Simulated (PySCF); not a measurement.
Electronic structure of Kr (krypton, neutral) at the UHF level

Configuration: [Kr], closed-shell 1S. Calculation: PySCF 2.14, in aug-cc-pVDZ-PP with ECP10MDF (5s4p3d, 32 functions); a scalar-relativistic core potential.

| Item | Value |
| --- | --- |
| Total energy | -462.180310 hartree |
| One-electron energy | -808.8178 hartree |
| Hartree (Coulomb) energy | 378.6344 hartree |
| Exchange energy | -31.9968 hartree |
| ⟨S²⟩ | 0.0000 |
| ⟨L²⟩ | 0.000 |
| Sum of ⟨r⟩ | 24.68 bohr |
| Sum of ⟨r²⟩ | 38.82 bohr² |
| Time after the integrals | 0.11 s of wall time on 1 thread of Neoverse-N1 (shared host) |

| shell | electrons | mean orbital energy (hartree) | rms radius, mean of both spins (bohr) |
| --- | --- | --- | --- |
| 3s | 2 | -10.80344 | 0.567 |
| 3p | 6 | -8.48374 | 0.583 |
| 3d | 10 | -3.75126 | 0.605 |
| 4s | 2 | -1.18828 | 1.71 |
| 4p | 6 | -0.52406 | 2.11 |

Energies and moments cover only the electrons outside the core potential.
